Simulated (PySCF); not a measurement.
Delta-SCF ions had no search for a lower state. Excitations are Tamm–Dancoff values on a coarser integration grid. The basis has no diffuse functions, so Rydberg states are missing or too high.

# C10H7BS, SMILES `Bc1cc(C#C)c2sccc2c1` (charge 0, multiplicity 1)

Level of theory: PBE0-D3(BJ)/def2-TZVP // PBE0-D3(BJ)/def2-SVP (PySCF).

```yaml
HOMO: -6.58 eV
dipole_moment: 2.06 D
HOMO–LUMO gap: 4.47 eV
LUMO: -2.10 eV
S1 excitation (TDA): 3.78 eV
S1 oscillator strength: 0.050
brightest of the four lowest singlets (TDA): 4.90 eV
T1 excitation (TDA): 2.91 eV
S1–T1 gap (TDA): 0.87 eV
vertical ionisation energy (Delta-SCF): 8.08 eV
total_energy: -21980.82 eV
cost: about 22 core-minutes (a rough figure)
```

```xyz
19

B      3.2436    -0.2599     0.3290
C      1.7239    -0.1399     0.1246
C      1.1071     1.1287    -0.0093
C     -0.2664     1.2755    -0.1955
C     -0.8832     2.5543    -0.3298
C     -1.4337     3.6290    -0.4468
C     -1.0425     0.0965    -0.2480
S     -2.7537     0.0065    -0.4686
C     -2.7080    -1.7275    -0.3903
C     -1.4576    -2.2256    -0.2056
C     -0.4637    -1.1897    -0.1185
C      0.9206    -1.2888     0.0672
H      3.9358     0.7309     0.3785
H      3.7548    -1.3510     0.4416
H      1.7248     2.0282     0.0343
H     -1.9145     4.5843    -0.5498
H     -3.6378    -2.2873    -0.4888
H     -1.2323    -3.2900    -0.1317
H      1.3829    -2.2743     0.1689
```
Charge 0, spin multiplicity 1.
